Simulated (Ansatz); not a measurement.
Geometry optimisation, RKS PBE-D4/def2-SVP in Ansatz.

input.yaml

```yaml
crystal:
  periodic: [false, false, false]
  atoms:
    - { symbol: Ge, position_ang: [0.0, 0.0, 0.0] }
    - { symbol: Cl, position_ang: [1.3501, 0.0, 2.0083] }
    - { symbol: H, position_ang: [1.741, 0.0, 0.178] }
    - { symbol: H, position_ang: [-0.73, 1.2648, -0.5162] }
    - { symbol: Cl, position_ang: [-1.0456, -1.8115, -0.7393] }
basis:
  gaussian: { orbitals: def2-SVP }
hamiltonian:
  xc: pbe
  dispersion: d4
relax:
  f_tol: 0.15
  max_steps: 25
  restrain:
    - { distance: [1, 2], at: 2.57, k: 30.0 }
    - { distance: [0, 1], at: 2.22, k: 30.0 }
    - { distance: [0, 2], at: 1.55, k: 30.0 }
```

Command:

```bash
$ ansatz run input.yaml --threads 1 --pin off --max-ram 2048MiB --backend cpu --events-out ev --progress --plain --runs-dir out
```

Where does it end, and by what steps?

It converged. The restraints hold the end off the free minimum. After 5 steps the energy has fallen by 2.245 eV (the restraints' own energy left out); H3 moved furthest, 0.54 Å.

```
step  energy less start (eV)  largest force component (eV/Å)  accepted
   0                  0.0000                           3.520       yes
   1                 -0.9602                           1.982       yes
   2                 -1.6665                           1.334       yes
   3                 -2.1841                           0.915       yes
   4                 -2.2449                           0.965       yes
   5                 -2.2454                           0.978       yes
```

```xyz
5
Properties=species:S:1:pos:R:3
Ge 0.234 0.022 0.011
Cl 0.873 -0.036 2.108
H 1.722 -0.042 -0.358
H -0.629 1.260 -0.304
Cl -0.883 -1.750 -0.526
```

Run time: 21 s on 1 thread of Arm Neoverse N1, with other jobs on the host, peak memory 0.14 GiB.
